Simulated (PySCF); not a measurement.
sulfur dioxide (O2S), singlet, at a GFN2-xTB geometry. Base run: MP2/cc-pVDZ (PySCF).

Here is a job for PySCF.
```python
from pyscf import gto, scf, mp

mol = gto.M(
    atom='''
S     0.013936   -0.004006    0.377829
O    -0.033217    1.222429   -0.364198
O     0.005345   -1.214416   -0.391460
''',
    basis='cc-pvdz',
    charge=0,
    spin=0,
    verbose=4,
)

mf = scf.RHF(mol)
mf.kernel()

pt = mp.MP2(mf, frozen=7)
pt.kernel()
print('E(MP2) = %.10f' % pt.e_tot)
mf.analyze()
```

Variants of this job, named by their change:

```
change                 basis functions      E (Eh)  MP2 correlation (Eh)  SCF-reference HOMO (eV)  SCF-reference HOMO-LUMO gap (eV)  SCF-reference dipole (D)
---------------------  ---------------  ----------  --------------------  -----------------------  --------------------------------  ------------------------
base                                46  -547.69652              -0.51733                   -13.21                             13.81                      2.42
basis = STO-3G                      19  -540.79991              -0.19253                    -7.62                             12.27                      1.90
basis = 3-21G                       31  -544.60195              -0.35321                   -12.75                             12.97                      2.76
basis = 6-31G                       31  -547.26941              -0.36308                   -13.36                             12.76                      2.92
basis = def2-SV(P)                  46  -547.44372              -0.51805                   -13.47                             13.88                      2.48
basis = 6-31G*                      46  -547.66915              -0.50431                   -13.38                             13.87                      2.44
basis = 6-31G**                     46  -547.66915              -0.50431                   -13.38                             13.87                      2.44
basis = pcseg-1                     46  -547.62717              -0.52002                   -13.54                             13.81                      2.50
basis = 6-31+G*                     58  -547.68461              -0.51259                   -13.60                             13.59                      2.52
basis = aug-pcseg-1                 73  -547.66319              -0.53929                   -13.57                             13.62                      2.18
basis = 6-311+G(2d,p)               89  -547.85983              -0.59499                   -13.65                             13.76                      2.25
basis = pcseg-2                     94  -547.93012              -0.64221                   -13.59                             13.82                      2.42
basis = def2-TZVPP                 104  -547.95654              -0.65426                   -13.57                             13.91                      2.28
```

Totals compare only among sets that treat the same electrons; sets with core potentials leave the core out.
